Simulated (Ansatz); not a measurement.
Program: Ansatz. Geometries: PBE0-D4/def2-TZVP. ΔE: electronic, gas phase. CCSD(T)/CBS adds triple-zeta CCSD(T) − MP2 to the extrapolated MP2 energy (def2 sets, frozen cores). This one scheme is used for every species. Functionals use def2-TZVPP. B3LYP here is the variant with VWN-RPA as its local correlation; programs differ in this. For Ge outer-core shells are correlated without core-valence functions, which leaves a few kJ/mol of doubt a bond. Scalar relativity is left out up to krypton. One conformer a species, not always the lowest.

`[SiH3][GeH2][SiH2][GeH2][SiH2][GeH3]` + H–F → `F[SiH2][GeH2][SiH3]` + `[GeH3][SiH2][GeH3]`  (cleavage of the Si–Ge bond)

```tsv
level	ΔE (kcal/mol)
PBE0	-20.8
B3LYP	-27.5
HF/def2-TZVPP	-32.6
MP2/def2-TZVPP	-18.5
```

(1) What does CCSD(T)/CBS give? (Estimate.)

Largest T1 diagnostic among the species: 0.013.

Answers

(1) The calculation gave: -19.0 kcal/mol. The listed levels differ from it by -1.8, -8.5, -13.6, 0.5 kcal/mol.

In def2-TZVPP, CCSD(T) changes the Hartree–Fock value by +13.3 kcal/mol (the triples alone add +1.9 kcal/mol) and MP2 by +14.0 kcal/mol. The D4 term adds +7.0 kcal/mol with B3LYP and +4.2 kcal/mol with PBE0; it sums over pairs of atoms, weighted by their polarisabilities, and B3LYP, whose exchange is more repulsive, gets the larger term.
